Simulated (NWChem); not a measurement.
A series in which one site is exchanged, each optimised at PBE0/def2-SVP with NWChem, gas phase unless a solvent is named. This build's default masses of Se (78.918 u) and Br (79.917 u) are each other's, which moves their modes by up to 0.6 %. For some, no frequency run checked for a minimum. def2 effective core potentials on Sr; no spin-orbit coupling.

A: [F][Ca][Br] (CaBrF; site = Ca)
B: [F][Sr][Br] (SrBrF; site = Sr)
C: [F][Mg][Br] (MgBrF; site = Mg)
D: [Se](F)Br (SeBrF; site = Se)

```tsv
quantity	A	B	C	D
dipole (D), PBE0/def2-SVP	3.14	5.07	0.31	[?]
static polarisability, CAM-B3LYP/def2-SVPD (bohr³)	47.7	51.9	41.2	[?]
lowest singlet excitation, CAM-B3LYP/def2-SVPD, TDA (eV)	4.65	4.42	5.47	[?]
```

Q: Fill in the missing entries.

A: 
- dipole (D), PBE0/def2-SVP, D: 1.59
- static polarisability, CAM-B3LYP/def2-SVPD (bohr³), D: 50.8
- lowest singlet excitation, CAM-B3LYP/def2-SVPD, TDA (eV), D: 2.73
